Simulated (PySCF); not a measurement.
A structure optimised at PBE-D3(BJ)/def2-SVP, used in a PySCF frequency run:

```xyz
11

Al    -0.4428     1.0516     0.0000
H     -2.0212     0.9591     0.0000
F      0.2624     2.5702     0.0000
O      0.6380    -0.2563     0.0000
C      0.7269    -1.6570     0.0000
C     -0.6250    -2.3620     0.0000
H      1.3168    -1.9778    -0.8904
H      1.3168    -1.9778     0.8904
H     -1.2181    -2.0885    -0.8977
H     -0.4967    -3.4637     0.0000
H     -1.2181    -2.0885     0.8977
```

Q: Write its SMILES, formula and point group.

A: CC[O][AlH][F], C2H6AlFO, Cs

Q: What are its rotational constants (standard atomic weights)?

A: 13.239, 1.7601, 1.5849 GHz
